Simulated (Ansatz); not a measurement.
`[NH2][Nb]([NH2])(=[S])[Cl]` and `C[O][Nb]([NH2])(=[S])[Cl]` differ in one atom or group.

Ansatz, PBE0-D4/def2-TZVP geometries, multiplicity 1. Each molecule was computed in one conformer, which needn't be the lowest.

Elements past krypton have def2 core potentials.

```
                               property  `[NH2][Nb]([NH2])(=[S])[Cl]`
    LUMO energy (B3LYP/def2-TZVPP) / eV                         -2.12
      LUMO energy (PBE/def2-TZVPP) / eV                         -2.69
  LUMO energy (ωB97M-V/def2-TZVPP) / eV                          0.11
    HOMO energy (B3LYP/def2-TZVPP) / eV                         -7.40
    HOMO–LUMO gap (PBE/def2-TZVPP) / eV                          3.76
HOMO–LUMO gap (ωB97M-V/def2-TZVPP) / eV                          9.87
```

What does the change do to each property? (Estimate.)

The calculation gave: 
```csv
property,`C[O][Nb]([NH2])(=[S])[Cl]`,shift
LUMO energy (B3LYP/def2-TZVPP) / eV,-2.17,-0.05
LUMO energy (PBE/def2-TZVPP) / eV,-2.74,-0.05
LUMO energy (ωB97M-V/def2-TZVPP) / eV,0.04,-0.07
HOMO energy (B3LYP/def2-TZVPP) / eV,-7.37,0.03
HOMO–LUMO gap (PBE/def2-TZVPP) / eV,3.71,-0.05
HOMO–LUMO gap (ωB97M-V/def2-TZVPP) / eV,9.76,-0.11
```

The zero-point energy changes by 44.2 kJ/mol with +6 modes.

Positive LUMOs are unbound, so they and the gaps depend on the basis.

B3LYP here is the variant with VWN-RPA as its local correlation; programs differ in this.
